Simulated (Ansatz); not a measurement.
PBE exchange is replaced step by step with exact exchange (0 % is PBE, 25 % PBE0; no dispersion term), basis def2-TZVP, Ansatz. System: SbMe2H (C₂H₇Sb). Charge 0, multiplicity 1. Geometry: r2SCAN-D4/def2-SVP.

Geometry of the singlet:

```xyz
10

Sb    0.3893   -0.2408    1.2566
C     1.4110   -0.4219   -0.6653
H     1.8244    0.5589   -0.9431
H     0.7122   -0.7587   -1.4439
H     2.2387   -1.1409   -0.5802
C    -1.3350    0.8074    0.4209
H    -2.1549    0.8172    1.1536
H    -1.6749    0.3171   -0.5022
H    -1.0483    1.8462    0.2002
H    -0.3625   -1.7846    1.1035
```

In the def2 sets Sb takes a core potential; there is no spin–orbit coupling.

```tsv
exact exchange (%)	HOMO (eV)	LUMO (eV)	gap (eV)
0	-5.76	-0.82	4.94
5	-5.96	-0.67	5.29
10	-6.15	-0.52	5.63
15	-6.35	-0.38	5.98
25	-6.75	-0.08	6.67
50	-7.77	0.64	8.41
```

Fit a straight line to the column «gap (eV)» against the share of exact exchange and predict its value at 35 %.

With x = exact exchange (%) and y = gap (eV): mean x = 17.5, mean y = 6.153; Σ(x − x̄)(y − ȳ) = 113.6, Σ(x − x̄)² = 1638; slope b = 0.06935, intercept a = ȳ − b·x̄ = 4.939. The residuals of the fitted rows reach 0.00. At x = 35 the line gives 4.939 + (0.06935 × 35) = 7.37; the run gave 7.36, 0.01 less than the line.
